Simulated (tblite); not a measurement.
IPb (SMILES [I][Pb]), doublet, geometry from GFN2-xTB (such geometries of metal compounds can be far from the true shape) (the spin is typed, not shown lowest); GFN1-xTB in tblite.

tblite was given this input:
```
$ tblite run mol.xyz --method gfn1 --charge 0 --spin 1 --spin-polarized --json tblite.json --no-restart

# file mol.xyz
2

Pb    -0.00000000    -0.00000000    -1.09402383
I      0.00000000     0.00000000     1.69264065
```

### Question
Write the output that tblite gives for this input, abridged.

### Answer

```
xTB calculator
 | screened Coulomb repulsion
 | Coulomb electrostatics
 |  * isotropic Klopman-Ohno-Mataga-Nishimoto electrostatics
 |  * onsite third-order electrostatics
 | DFT-D3(BJ) dispersion correction
 | Interactions (1)
 | [1] spin polarization

halogen bonding energy    0.0000000000000E+00 Eh
repulsion energy          6.5925108536580E-03 Eh
dispersion energy        -4.9595327638008E-04 Eh
interaction energy        0.0000000000000E+00 Eh
number of electrons       1.1000000000000E+01 e
integral cutoff           2.4921834820047E+01 bohr

------------------------------------------------------------
  cycle        total energy    energy error   density error
------------------------------------------------------------
      1     -5.463880470125  -5.4699770E+00   4.1278773E-01
      2     -5.541792497769  -7.7912028E-02   2.2347418E-01
      3     -5.558634602167  -1.6842104E-02   1.5255359E-01
      4     -5.558480253082   1.5434909E-04   7.5304275E-02
      5     -5.564403179964  -5.9229269E-03   1.4341515E-02
      6     -5.564531891734  -1.2871177E-04   5.3858390E-03
      7     -5.564546454406  -1.4562673E-05   7.2833388E-04
      8     -5.564546855290  -4.0088347E-07   2.2364449E-04
      9     -5.564546891724  -3.6433836E-08   9.9075475E-06
------------------------------------------------------------

electronic energy        -5.5706434493011E+00 Eh
total energy             -5.5645468917238E+00 Eh

Post processing:
 | Mayer-Wiberg bond orders

[Info] JSON dump of results written to 'tblite.json'
```
